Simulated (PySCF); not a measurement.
Static response to an electric field

C2H9NOSi3.
Geometry (GFN2-xTB, Å), atoms numbered from 1 in this order:
```
atom  x, y, z in Å
N1     3.5865   -1.2093    1.7271
C2     2.9221   -0.6064    1.0202
C3     2.0563    0.1363    0.1267
O4     0.8696   -0.5596   -0.0803
Si5   -0.5316    0.0411   -0.6987
Si6   -1.7869   -1.8937   -0.6504
Si7   -1.1336    1.9515    0.4866
H8     1.8626    1.1252    0.5699
H9     2.5825    0.2838   -0.8280
H10   -0.2115    0.4802   -2.0833
H11   -1.4416   -2.8901   -1.6686
H12   -3.1768   -1.4998   -0.9125
H13   -1.7757   -2.5892    0.6384
H14   -2.5726    2.1998    0.3985
H15   -0.4633    3.1792    0.0288
H16   -0.7936    1.8600    1.9139
```

Level: B3LYP/def2-SVPD (PySCF), static field, nuclei fixed, core orbitals frozen in the response. The polarisability tensor in these axes (au):

```
x   122.64  -0.32   8.92
y    -0.32 130.25   4.65
z     8.92   4.65 104.77
```

Question: Give the principal values, the mean and the anisotropy Δα = √{½[(α1 − α2)² + (α2 − α3)² + (α1 − α3)²]}.

Answer: Principal values 100.43, 125.90 and 131.34 au; mean 119.22 au = 17.67 Å³ = 19.66 × 10⁻⁴⁰ C²·m²/J; Δα = 28.58 au (24 % of the mean).

Question: What is the dipole moment, and where does it point?

Answer: (-2.03, 2.41, -2.33) D, 3.92 D in size, pointing from the negative to the positive side. Measured along this direction, the outermost atoms are N1 at the negative end and H14 at the positive end.

Question: What depolarisation ratio follows for Rayleigh scattering of linearly polarised light, taking the static tensor?

Answer: ρ = 3Δα²/(45ᾱ² + 4Δα²) = 2450.7/(639599 + 3267.6) = 0.00381.

Question: Sum over states: ᾱ = Σ f/ω², ω in Eh. What share falls to these 8 lowest TDDFT singlets (eV, f)? 5.59, 0.0282; 5.99, 0.0141; 6.31, 0.1175; 6.71, 0.0237; 6.89, 0.0202; 7.07, 0.0175; 7.15, 0.0395; 7.24, 0.0870.

Answer: They add up to 5.90 au, 5.0 % of the 119.22 au; the largest single term is 2.18 au, from the state at 6.31 eV. Terms in order: 0.67, 0.29, 2.18, 0.39, 0.31, 0.26, 0.57, 1.23 au. Higher excitations give the rest. The strengths listed sum to 0.348.

Question: In a dilute gas of rigid molecules at 250 K, how does the orientational term μ²/3kT compare with the electronic polarisability?

Answer: In Gaussian units μ²/3kT = 148.43 Å³ against 17.67 Å³, a ratio of 8.40; the Debye molar polarisation (4π/3)N_A(α + μ²/3kT) is 419.0 cm³/mol, leaving out the vibrational part.

The structure is a single GFN2-xTB conformer in the gas phase; no vibrational or solvent corrections.
